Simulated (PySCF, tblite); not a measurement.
Isomers of C3H9F3OSi2, one GFN2-xTB conformer each. Single-point energies are computed at PBE0/pcSseg-1 (PySCF, gas phase, no added dispersion term), electronic only.

Task: Rank them by PBE0/pcSseg-1 energy, lowest first (kcal/mol).
A. `[CH3:1][O:2][C:3]([SiH3:4])([SiH3:5])[C:6]([F:7])([F:8])[F:9]` with C1–O2–C3–Si4 -176°
B. `[CH3:1][O:2][C@@H:3]([F:4])[SiH2:5][SiH2:6][CH:7]([F:8])[F:9]` with C1–O2–C3–F4 65°, O2–C3–Si5–Si6 -33°, C3–Si5–Si6–C7 -167°, Si5–Si6–C7–F8 -156°

Result: A (0.0), B (3.4).

As drawn, the higher has an Si–Si bond, which the lower lacks. GFN2-xTB itself gives, in the same order: 0.0, 16.8. Both levels put the same isomer lowest.

Task: Which frontier levels, dipoles and rotational constants go with these structures?

Result: 
```json
{"SMILES": "COC([SiH3])([SiH3])C(F)(F)F", "HOMO (eV, PBE0/pcSseg-1)": "-7.85", "LUMO (eV)": "0.21", "dipole (D)": "1.82", "A, B, C (MHz)": "1172, 1119, 1007"}
{"SMILES": "CO[C@@H](F)[SiH2][SiH2]C(F)F", "HOMO (eV, PBE0/pcSseg-1)": "-8.06", "LUMO (eV)": "-0.41", "dipole (D)": "3.20", "A, B, C (MHz)": "2178, 519.9, 465.3"}
```

Task: What happens when harmonic zero-point energies from GFN2-xTB frequencies are added?

Result: 
```
                      SMILES  ZPE (kcal/mol)  electronic (kcal/mol)  with ZPE (kcal/mol)
 COC([SiH3])([SiH3])C(F)(F)F            68.7                    0.0                  0.0
CO[C@@H](F)[SiH2][SiH2]C(F)F            71.3                    3.4                  6.0
```

The zero-point energies span 2.6 kcal/mol. The order is unchanged.
